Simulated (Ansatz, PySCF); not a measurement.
C3H9NSi2, SMILES N1=C(C)[SiH2][SiH2]C1. Atoms are numbered in the order given.

```xyz
15

C      2.6119    -0.5372     0.0116
C      1.1244    -0.3758    -0.0852
N      0.4435    -1.2478    -0.7166
C     -0.9943    -1.1555    -0.8509
Si    -1.8106     0.3802     0.0002
Si     0.2510     1.1395     0.7389
H      2.9282    -0.5913     1.0664
H      2.9284    -1.4505    -0.5117
H      3.1258     0.3335    -0.4280
H     -1.4338    -2.0888    -0.4576
H     -1.2372    -1.1685    -1.9278
H     -2.7716    -0.0114     1.0753
H     -2.5079     1.2676    -0.9792
H      0.4894     1.1545     2.2153
H      0.7564     2.4239     0.1631
```
Charge 0, spin multiplicity 1.

Geometry optimised at PBE0-D3(BJ)/def2-SVP. The structure was generated by enumeration, and PubChem lists no compound with its InChIKey, so it may never have been made. One conformer was computed; it need not be the lowest.

Vertical ionisation energy (IE) and electron affinity (EA) in eV. Rows of orbital energies are one-electron estimates. Where ΔSCF, EOM or ADC give a negative EA the extra electron is unbound and the value depends on the basis.

```tsv
level	IE	EA
−ε(HOMO), −ε(LUMO), HF/def2-TZVP (PySCF)	9.40	-2.82
−ε(HOMO), −ε(LUMO), PBE/def2-TZVP (PySCF)	5.32	1.77
ΔSCF, ωB97X-V/def2-SVPD (Ansatz), final states of multiplicity 2 and 2	8.43	-1.10
ΔSCF, PBE/def2-SVPD (Ansatz), final states of multiplicity 2 and 2	8.12	-0.72
```

Q: What vertical singlet–triplet gap does ΔSCF give with ωB97X-V/def2-SVPD (Ansatz, an electronic-structure program) and with PBE/def2-SVPD (Ansatz)? (An estimate is asked for; the answer gives what the named calculation found.)

A: 3.61 and 3.34 eV (triplet above singlet where positive).
